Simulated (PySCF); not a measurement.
SrF, SMILES [F][Sr+], charge +1.

The structure is a stationary point at B3LYP-D3(BJ)/def2-TZVPD. The spin state was assumed, not searched. The def2 effective core potentials stand for the cores of Sr; spin–orbit coupling is left out.

Computed with HF/def2-TZVPD run with PySCF.

Isolated molecule, no solvent.

Computed frontier levels, gap, dipole moment and polarisability:
```
Quantity                                                           Value
------------------------------------------------  ----------------------
highest occupied level                                         -19.03 eV
lowest empty level                                              -4.94 eV
orbital gap                                                     14.09 eV
dipole moment about the centre of nuclear charge                  8.46 D
mean static polarisability                          13.2 bohr³ (1.95 Å³)
polarisability, principal values                  11.0, 11.0, 17.4 bohr³
```
